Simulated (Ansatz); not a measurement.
Computed with Ansatz on PBE0-D4/def2-TZVP structures; ΔE is electronic, products minus reactants. CBS: MP2 limit from def2 TZ/QZ plus the TZ coupled-cluster correction, frozen cores. Double bonds are as drawn, so ΔE can hold a change between cis and trans. Functionals use def2-TZVPP. HSE06 is defined as in plane-wave codes. For Ge outer-core shells are correlated without core-valence functions, which leaves a few kJ/mol of doubt a bond. Scalar relativity is left out up to krypton. One conformer a species, not always the lowest.

Reaction (substitution at a C–O bond): `C/N=C(\F)OC` + `[OH][GeH3]` → `C[O][GeH3]` + `C/N=C(/O)F`

```tsv
level	ΔE (kJ/mol)	difference from CCSD(T)/CBS
PBE-D4	10.3	-3.1
BLYP-D4	11.2	-2.2
PBE0-D4	10.8	-2.6
r2SCAN0-D4	11.9	-1.5
HSE06-D4	10.6	-2.8
BHLYP-D4	11.9	-1.5
PBE	9.8	-3.6
BLYP	10.4	-3.0
r2SCAN	11.4	-2.0
CAM-B3LYP	12.3	-1.1
HF/def2-SVP	6.1	-7.3
MP2/def2-SVP	8.0	-5.4
MP2/def2-TZVPP	13.8	0.4
SCS-MP2/def2-TZVPP	13.1	-0.3
CCSD/def2-TZVPP	12.2	-1.2
CCSD(T)/def2-TZVPP	12.8	-0.6
CCSD(T)/CBS	13.4	0
```

(1) What do rigid-rotor, harmonic-oscillator terms from PBE0-D4/def2-TZVP frequencies (298.15 K, 1 bar) make of the CCSD(T)/CBS value? (Estimate.)

Largest T1 diagnostic among the species: 0.012.

Results:

(1) The calculation gave: ΔZPE = +1.0 kJ/mol, ΔH = +13.9 kJ/mol, ΔS = 3 J/(mol·K), ΔG = +13.1 kJ/mol.

Leaving LDA and LC-ωPBE aside and taking each functional with its dispersion term where it has one, the values, not all of them listed here, spread over 2.4 kJ/mol, from PBE-D4 to CAM-B3LYP-D4. At CCSD(T), def2-SVP lies −6.0 kJ/mol from the extrapolated value and def2-TZVPP −0.6 kJ/mol.

CCSD(T)/CBS has its own doubt, a few kJ/mol and more with outer-core shells, so smaller differences from it don't rank the levels.
